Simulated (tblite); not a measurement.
Parent: `[CH3:1][O:2][SiH:3]1[CH2:4][CH2:5][CH2:6]1` with C1–O2–Si3–C4 180°, O2–Si3–C4–C5 131°, Si3–C4–C5–C6 -15°, C4–C5–C6–Si3 15°, O2–Si3–C6–C5 -119°, C4H10OSi.

Computed geometry: GFN2-xTB, gas phase. One conformer each, not checked by frequencies here.

```json
{"coordinate of the parent": "C1–O2", "value": "1.395 Å"}
{"coordinate of the parent": "O2–Si3", "value": "1.620 Å"}
{"coordinate of the parent": "Si3–C4", "value": "1.896 Å"}
{"coordinate of the parent": "C4–C5", "value": "1.540 Å"}
{"coordinate of the parent": "C5–C6", "value": "1.542 Å"}
{"coordinate of the parent": "Si3–C6", "value": "1.911 Å"}
{"coordinate of the parent": "C1–O2–Si3", "value": "128.9°"}
{"coordinate of the parent": "O2–Si3–C4", "value": "111.2°"}
{"coordinate of the parent": "O2–Si3–C6", "value": "121.3°"}
{"coordinate of the parent": "C4–Si3–C6", "value": "76.7°"}
{"coordinate of the parent": "Si3–C4–C5", "value": "90.2°"}
{"coordinate of the parent": "C4–C5–C6", "value": "100.1°"}
{"coordinate of the parent": "Si3–C6–C5", "value": "89.6°"}
```

Q: How does the shared frame change in `[Cl:1][CH2:2][CH2:3][O:4][SiH:5]1[CH2:6][CH2:7][CH2:8]1` with Cl1–C2–C3–O4 69°, C2–C3–O4–Si5 -63°, C3–O4–Si5–C6 -176°, O4–Si5–C6–C7 -132°, Si5–C6–C7–C8 16°, C6–C7–C8–Si5 -16°, O4–Si5–C8–C7 118°, C5H11ClOSi? Atoms pair as C1 = C3, O2 = O4, Si3 = Si5, C4 = C6, C5 = C7, C6 = C8 (parent first).

A: 
```csv
parent,relative,value in the relative,change
C1–O2,C3–O4,1.386 Å,-0.009
O2–Si3,O4–Si5,1.630 Å,+0.010
Si3–C4,Si5–C6,1.896 Å,0.000
C4–C5,C6–C7,1.538 Å,-0.002
C5–C6,C7–C8,1.539 Å,-0.003
Si3–C6,Si5–C8,1.908 Å,-0.003
C1–O2–Si3,C3–O4–Si5,127.6°,-1.3
O2–Si3–C4,O4–Si5–C6,109.8°,-1.4
O2–Si3–C6,O4–Si5–C8,121.8°,+0.5
C4–Si3–C6,C6–Si5–C8,76.6°,-0.1
Si3–C4–C5,Si5–C6–C7,90.1°,-0.1
C4–C5–C6,C6–C7–C8,100.0°,-0.1
Si3–C6–C5,Si5–C8–C7,89.6°,0.0
```

Of the parent's bonds, C1–O2 and O2–Si3 change most and about equally (-0.009 to +0.010 Å). Bonds of the relative outside the shared frame: Cl1–C2 1.775, C2–C3 1.521 Å. Point group C1 → C1.
